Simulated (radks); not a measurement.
Q: Excited configurations of Tl I: one electron is placed in a higher orbital outside [Hg]. The ground configuration is [Hg] 6p1. All-electron calculation, Dirac Kohn-Sham, PBE, spin-unpolarised, spherical densities, point nucleus; open shells fill j = l - 1/2 first. Program: a radial shooting solver on a logarithmic mesh with Libxc functionals. Excitation = E - E(ground); binding = E(ion) - E, where the ion is the core of charge +1; n* = 1/sqrt(2 binding) in atomic units, and the quantum defect is n - n*.

outer orbital  excitation (eV)  binding (eV)     n*  quantum defect  eigenvalue (eV)  <r> (bohr)
5f5/2                    5.038         0.911  3.865           1.135           -0.434       17.34
6d3/2                    4.309         1.639  2.881           3.119           -0.711       9.808
6f5/2                    5.319         0.629  4.650           1.350           -0.366       29.34
7p1/2                    3.936         2.013  2.600           4.400           -1.121       9.809
7d3/2                    4.910         1.038  3.620           3.380           -0.574       18.40

Estimate the row for 7s1/2.

A: excitation (eV) 3.098; binding (eV) 2.851; n* 2.185; quantum defect 4.815; eigenvalue (eV) -1.643; <r> (bohr) 7.567. The Delta-SCF ionisation energy is 5.948 eV (NIST Atomic Spectra Database: 6.108 eV, measured). Self-interaction in the functional shifts the binding energies and quantum defects, so they are the method's values and not measured ones. Spin polarisation and multiplet splitting are left out, so open shells lie too high by an amount that depends on their filling.

Beside tabulated values, note that spin-unpolarised runs miss the spin-polarisation part of the exchange energy of open shells.
